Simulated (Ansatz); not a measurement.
Question: Name a neutral molecule of C, O, Si and H with LUMO energy (ωB97M-V/def2-TZVPP) between 1.05 and 1.35 eV and HOMO energy (B3LYP/def2-TZVPP) between -7.60 and -7.30 eV (Ansatz, PBE0-D4/def2-TZVP geometry).

Answer: `C1O[SiH2][SiH2]1` (1.28 eV, -7.53 eV); `OC[SiH2][SiH2]O` (1.31 eV, -7.47 eV). Other molecules can fit too; these were computed, each in one conformer that needn't be the lowest.

B3LYP here is the variant with VWN-RPA as its local correlation; programs differ in this.
